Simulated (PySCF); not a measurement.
Question: Write Cartesian coordinates for `OC[C@@]12C=C[C@H]3[C@@H]1[C@H]32` as optimised with GFN2-xTB.

Answer: 
```xyz
16
C7H8O angstrom
O      2.4161    0.8999   -0.6553
C      1.6736    0.5470    0.4901
C      0.2472    0.1837    0.1671
C     -0.6707    1.1415   -0.5228
C     -1.8248    0.4967   -0.6608
C     -1.6077   -0.8464   -0.0544
C     -0.1526   -1.2314   -0.2338
C     -0.5865   -0.7207    1.0587
H      2.3078    0.2078   -1.3173
H      2.1557   -0.2909    1.0183
H      1.7034    1.4272    1.1387
H     -0.3849    2.1296   -0.8225
H     -2.7452    0.8214   -1.1034
H     -2.3847   -1.5946   -0.0185
H      0.3658   -2.1065   -0.5680
H     -0.5200   -1.0555    2.0723
```

Orientation and origin are arbitrary. Atoms count from 1 in this order. The 9 C–C bonds span 1.329 Å (C4=C5, drawn double) to 1.524 Å (C3–C7, drawn single), a spread of 0.195 Å. The 3-membered ring C3–C7–C8 has internal angles of 57.2° to 61.6°. The 3-membered ring C6–C7–C8 has internal angles of 57.4° to 61.3°. The 5-membered ring C3–C4–C5–C6–C8 has internal angles of 89.3° to 108.8°; it is puckered, 0.20 Å rms from its mean plane, widest ring torsion 43°.

Bonds between heavy atoms (Å): O1–C2 1.410, C2–C3 1.507, C3–C4 1.495, C4=C5 1.329, C5–C6 1.490, C6–C7 1.516, C7–C8 1.456, C3–C7 1.524, C3–C8 1.519, C6–C8 1.516.

The geometry is computed with GFN2-xTB (gas phase).

Point group: C1 (no symmetry element, even within 0.4 Å). No frequency check. The numbers are those of one conformer (H–O1–C2–C3 -51°, O1–C2–C3–C4 -58°).
